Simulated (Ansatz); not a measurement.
Reaction (formal exchange of groups at the Si–Br bond): `[SiH3]Br` + `CC1C=CS1` → `[SiH3]C1C=CS1` + `CBr`

Program: Ansatz. Geometries: PBE0-D4/def2-TZVP. ΔE: electronic, gas phase. CCSD(T)/CBS adds triple-zeta CCSD(T) − MP2 to the extrapolated MP2 energy (def2 sets, frozen cores). DFT in def2-TZVPP. For Br outer-core shells are correlated without core-valence functions, which leaves a few kJ/mol of doubt a bond. Scalar relativity is left out up to krypton.

```
        level  ΔE (eV)
      ωB97M-V     1.16
MP2/CBS(def2)     1.19
```

What does CCSD(T)/CBS give? (An estimate is asked.)

Ansatz gave: +1.17 eV. The listed levels differ from it by -0.01, 0.02 eV.

Largest T1 diagnostic among the species: 0.013.

From PBE to PBE0 (25 % exact exchange), in def2-TZVPP and without D4, ΔE moves by +0.06 eV. The D4 term adds −0.04 eV with B3LYP and −0.02 eV with PBE0; it sums over pairs of atoms, weighted by their polarisabilities, and B3LYP, whose exchange is more repulsive, gets the larger term.

B3LYP here is the variant with VWN-RPA as its local correlation; programs differ in this.
